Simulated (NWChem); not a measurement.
# Si₂H₄O₂; SMILES O1[SiH2]O[SiH2]1

```xyz
8

O      1.1956     0.0000     0.0000
Si     0.0000     1.2053     0.0000
O     -1.1956     0.0000     0.0000
Si     0.0000    -1.2053     0.0000
H      0.0000     2.0463    -1.2254
H      0.0000     2.0463     1.2254
H      0.0000    -2.0463     1.2254
H      0.0000    -2.0463    -1.2254
```
Atoms are numbered in this order, from 1.

Results from NWChem. Pople sets run with spherical d functions. Structure relaxed at the PBE0/def2-SVP level. Level: PBE0/6-31+G*; rows give the wavelength of the field.

For field static:

```
Quantity                          Value
--------------------------------  -----
isotropic polarisability (bohr³)   46.6
anisotropy (bohr³)                 16.6
```

Q: What are these values for field 400 nm?

A: 
- isotropic polarisability (bohr³) = 49.5
- anisotropy (bohr³) = 18.2
